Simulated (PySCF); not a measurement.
## TDDFT excited states: C4H9GeNO

Species: Ge(NCO)Me3, C4H9GeNO.
SMILES: `[CH3][Ge]([CH3])([CH3])[N]=C=O`

Theory: PySCF, TDDFT PBE0/def2-SVPD, vertical, gas phase, core orbitals frozen in the response. Geometry: PBE0-D3(BJ)/def2-SVP; no solvent, vibrations or thermal averaging. The PBE0/def2-SVPD calculation is non-relativistic and has no spin–orbit coupling, an omission that weighs most on germanium.

```csv
state,λ (nm),E (eV),f,|μ| (D),"main configurations (H = HOMO, L = LUMO)"
S1,175.3,7.07,0.028,1.02,H-1/H→L (≥90%)
S2,175.2,7.08,0.028,1.03,H-1/H→L (≥90%)
S3,166.8,7.43,0.0001,0.05,"H-1/H→L+4 (≥19%), H-1/H→L+5 (≥19%), H-1/H→L+2 (≥19%)"
S4,163.2,7.60,0.012,0.64,"H-1/H→L+3 (≥21%), H-1/H→L+2 (≥20%), H-1/H→L+5 (≥13%)"
S5,163.1,7.60,0.014,0.71,"H-1/H→L+3 (≥22%), H-1/H→L+2 (≥22%), H-1/H→L+5 (≥11%)"
S6,160.0,7.75,0.016,0.74,"H-1/H→L+1 (≥65%), H-1/H→L+3 (≥8%)"
S7,160.0,7.75,0.015,0.73,H-1/H→L+1 (≥66%)
S8,151.3,8.19,0.212,2.61,"H-1/H→L+3 (≥43%), H-1/H→L+2 (≥37%)"
S9,148.6,8.34,0.039,1.11,"H-3/H-2→L (≥54%), H-1/H→L+4 (≥12%)"
S10,148.5,8.35,0.035,1.04,H-3/H-2→L (≥59%)
S11,148.0,8.38,0.0009,0.17,"H-1/H→L+5 (≥23%), H-1/H→L+4 (≥17%), H-1/H→L+2 (≥17%)"
S12,146.7,8.45,0.0002,0.07,"H-3/H-2→L (≥17%), H-1/H→L+4 (≥16%), H-1/H→L+5 (≥14%)"
S13,146.6,8.46,0.0001,0.04,"H-3/H-2→L (≥34%), H-1/H→L+5 (≥14%)"
S14,141.1,8.79,0.0054,0.40,"H-1/H→L+6 (≥33%), H-1/H→L+7 (≥33%), H-1/H→L+4 (≥14%)"
```

Triplets, Tamm–Dancoff:

| state | E (eV) | λ (nm) | main configurations (H = HOMO, L = LUMO) |
| --- | --- | --- | --- |
| T1 | 6.67 | 185.9 | H-1/H→L+5 (≥26%), H-1/H→L+4 (≥24%), H-1/H→L+2 (≥12%) |
| T2 | 6.93 | 178.8 | H-1/H→L (≥75%) |
| T3 | 6.95 | 178.5 | H-1/H→L (≥84%) |

The lowest singlet level (S1/S2) comes at 175 nm (683 kJ/mol) in the vacuum ultraviolet; it is of moderate strength. The most intense listed level is S8 at 8.19 eV (151 nm, f = 0.212), 1.12 eV above S1. S1/S2, S4/S5, S6/S7 and S12/S13 lie within about 0.01 eV of each other in each set. Löwdin shares by element: HOMO (one of a set within 0.03 eV) nitrogen 34%, oxygen 24%, carbon 24% or more (atoms not listed hold the other 19%); LUMO carbon 27% or more, germanium 23% (atoms not listed hold the other 50%). The listed states span 1.71 eV, and the widest gap between neighbours is 0.44 eV (S7 to S8). Orbital energies (eV): HOMO-3 -9.24, HOMO-2 -9.24, HOMO-1 -7.96, HOMO -7.96, LUMO 0.14, LUMO+1 1.05, LUMO+2 1.07. Weighted by f, the mean energy of these states is 8.00 eV. Orbitals of the list HOMO-3 to LUMO+2 that lie within 0.01 eV of each other are written together with a slash and their weights summed (≥ marks a lower bound); for degenerate orbitals outside that list single weights are arbitrary. Singlets were solved by full linear response, triplets in the Tamm–Dancoff approximation. The highest level found (8.79 eV, f 0.0018 so far) is left out, since the window may have cut off a degenerate partner.
